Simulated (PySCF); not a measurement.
## Exercise with solution: oscillator strength and radiative lifetime

C2H8BNO, SMILES C(C)B(N)O.

Geometry: B3LYP-D3(BJ)/def2-SVP. Other conformers were not sampled.

TDA-PBE/def2-SVPD run with PySCF puts the first singlet state with f over 0.02 at 6.43 eV (vertical), with the transition dipole (0.052, -0.235, -0.385) in atomic units.

### Question
Find the oscillator strength, the wavelength and the radiative lifetime that this transition would have in vacuum if emission retraced absorption.

### Answer

|μ|² = 0.2062 au, so |μ| = 1.15 D. ΔE = 6.43/27.211 = 0.2363 hartree. f = (2/3) ΔE |μ|² = 0.032 (the program prints 0.032).
λ = 1239.84/6.43 = 193 nm; ν = 51861 cm⁻¹.
Einstein's coefficient A = 0.6670 ν² f s⁻¹ (ν in cm⁻¹) = 5.8e7 s⁻¹, so τ = 1/A = 17 ns. This state is S2; the lower singlet has f = 0.010. The figure is the radiative limit of this one transition; relaxation, internal conversion, crossing to triplets and a medium change what is measured.
